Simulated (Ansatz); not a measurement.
`[GeH3][C]#[C][GeH3]`, charge 0, multiplicity 1.

Task: Give a relaxed structure at PBE0-D4/def2-TZVP (the Gaussian-basis code of Ansatz). (Best estimate.)

Result: The calculation gave: 
```xyz
10

Ge    0.971   -0.783   -2.173
C     0.234   -0.189   -0.526
C    -0.236    0.190    0.525
Ge   -0.971    0.783    2.173
H    -0.175   -1.062   -3.153
H     1.886    0.315   -2.728
H     1.774   -2.064   -1.920
H    -2.460    0.421    2.207
H    -0.792    2.303    2.274
H    -0.230    0.087    3.322
```
Point group D3.
This is one stationary point; other conformers may exist.
